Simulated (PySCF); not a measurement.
C4H10AlO (SMILES [CH3][Al+][O]C(C)C), charge +1, singlet, geometry from GFN2-xTB (such geometries of metal compounds can be far from the true shape); PySCF with R2SCAN/STO-3G.

Here is a job for PySCF.
```python
from pyscf import gto, scf, dft

mol = gto.M(
    atom='''
Al   -0.10419977    0.57140530    1.33762439
C     0.04078877    1.18229227    3.19981155
H    -0.30812157    0.38742778    3.87011631
H    -0.57948601    2.07712581    3.33464422
H     1.08729508    1.42193573    3.42335730
O    -0.27442005    0.10268506   -0.18883442
C    -0.29740402   -0.40019465   -1.55155279
C    -0.34774280   -1.91414823   -1.49477208
C     0.92943384    0.12622446   -2.26953104
H    -1.21049240   -0.00054383   -2.00403294
H     0.55605354   -2.30441084   -1.02986935
H    -0.42551766   -2.31544039   -2.50181994
H    -1.21303812   -2.24442293   -0.92311787
H     0.94998055    1.21394957   -2.23989584
H     1.83408505   -0.25974759   -1.80261832
H     0.90874425   -0.19066576   -3.30893904
''',
    basis='sto-3g',
    charge=1,
    verbose=4,
)

mf = dft.RKS(mol)
mf.xc = 'r2scan'
mf.kernel()
mf.analyze()
```

Question: Predict the main parts of the log of this PySCF run.

Answer: 
```
PySCF version 2.14.0

[INPUT] verbose = 4
[INPUT] num. atoms = 16
[INPUT] num. electrons = 54
[INPUT] charge = 1
[INPUT] spin (= nelec alpha-beta = 2S) = 0
[INPUT] symmetry False subgroup None
[INPUT] Mole.unit = angstrom
[INPUT] Symbol           X                Y                Z      unit          X                Y                Z       unit  Magmom
[...]
nuclear repulsion = 276.961528145756
number of shells = 30
number of NR pGTOs = 132
number of NR cGTOs = 44
basis = sto-3g
ecp = {}

******** <class 'pyscf.dft.rks.RKS'> ********
method = RKS
initial guess = minao
damping factor = 0
level_shift factor = 0
DIIS = <class 'pyscf.scf.diis.CDIIS'>
diis_start_cycle = 1
diis_space = 8
diis_damp = 0
SCF conv_tol = 1e-09
SCF conv_tol_grad = None
SCF max_cycles = 50
direct_scf = True
direct_scf_tol = 1e-13
XC library pyscf.dft.libxc version 7.1.2
    S. Lehtola, C. Steigemann, M. J. T. Oliveira, and M. A. L. Marques,  SoftwareX 7, 1–5 (2018)
XC functionals = r2scan
    J. W. Furness, A. D. Kaplan, J. Ning, J. P. Perdew, and J. Sun,  J. Phys. Chem. Lett. 11, 8208–8215 (2020)
    J. W. Furness, A. D. Kaplan, J. Ning, J. P. Perdew, and J. Sun,  J. Phys. Chem. Lett. 11, 9248–9248 (2020)
    J. W. Furness, A. D. Kaplan, J. Ning, J. P. Perdew, and J. Sun,  J. Phys. Chem. Lett. 11, 8208–8215 (2020)
    J. W. Furness, A. D. Kaplan, J. Ning, J. P. Perdew, and J. Sun,  J. Phys. Chem. Lett. 11, 9248–9248 (2020)
radial grids:
    Treutler-Ahlrichs [JCP 102, 346 (1995); DOI:10.1063/1.469408] (M4) radial grids

becke partition: Becke, JCP 88, 2547 (1988); DOI:10.1063/1.454033
pruning grids: <function nwchem_prune>
grids dens level: 3
symmetrized grids: False
atomic radii adjust function: <function treutler_atomic_radii_adjust>
small_rho_cutoff = 0
Set gradient conv threshold to 3.16228e-05
Initial guess from minao.
tot grids = 187816
init E= -470.148544229597
[...]
cycle= 1 E= -469.788500981935  delta_E= 0.36  |g|= 0.699  |ddm|= 4.82
[...]
cycle= 2 E= -467.201893470976  delta_E= 2.59  |g|= 3.09  |ddm|= 3.85
[...]
cycle= 3 E= -469.952250084063  delta_E= -2.75  |g|= 0.272  |ddm|= 3.04
[...]
cycle= 4 E= -469.971861443825  delta_E= -0.0196  |g|= 0.125  |ddm|= 0.537
[...]
cycle= 5 E= -469.976850669155  delta_E= -0.00499  |g|= 0.0263  |ddm|= 0.163
[...]
cycle= 6 E= -469.977061940713  delta_E= -0.000211  |g|= 0.00915  |ddm|= 0.0303
[...]
cycle= 7 E= -469.977090796538  delta_E= -2.89e-05  |g|= 0.000603  |ddm|= 0.0119
[...]
cycle= 8 E= -469.977090918331  delta_E= -1.22e-07  |g|= 0.000109  |ddm|= 0.000929
[...]
cycle= 9 E= -469.977090922335  delta_E= -4e-09  |g|= 2.96e-05  |ddm|= 0.000195
[...]
cycle= 10 E= -469.977090922636  delta_E= -3e-10  |g|= 4.95e-06  |ddm|= 4.93e-05
[...]
Extra cycle  E= -469.977090922628  delta_E= 7.16e-12  |g|= 7e-06  |ddm|= 1.88e-05
converged SCF energy = -469.977090922628
**** SCF Summaries ****
Total Energy =                        -469.977090922628349
Nuclear Repulsion Energy =             276.961528145756461
One-electron Energy =                -1186.999304508698287
Two-electron Energy =                  440.060685440313478
Two-electron Coulomb Energy =          492.407838871529918
DFT Exchange-Correlation Energy =      -52.347153431216412
HOMO-LUMO gap [eV] =                     5.297794295837324
**** MO energy ****
[...]
 ** Mulliken pop on meta-lowdin orthogonal AOs  **
 ** Mulliken pop  **
 ** Mulliken atomic charges  **
charge of    0Al =      0.90224
charge of    1C =     -0.23479
charge of    2H =      0.08553
charge of    3H =      0.08546
charge of    4H =      0.08556
charge of    5O =     -0.19595
charge of    6C =      0.11057
charge of    7C =     -0.15637
charge of    8C =     -0.15634
charge of    9H =      0.06598
charge of   10H =      0.06048
charge of   11H =      0.08112
charge of   12H =      0.06240
charge of   13H =      0.06253
charge of   14H =      0.06044
charge of   15H =      0.08112

WARN: System has nonzero charge 1; the dipole moment is origin-dependent.
Location of origin: [0. 0. 0.]

Dipole moment(X, Y, Z, Debye): -0.32494,  1.75867,  4.11359
```
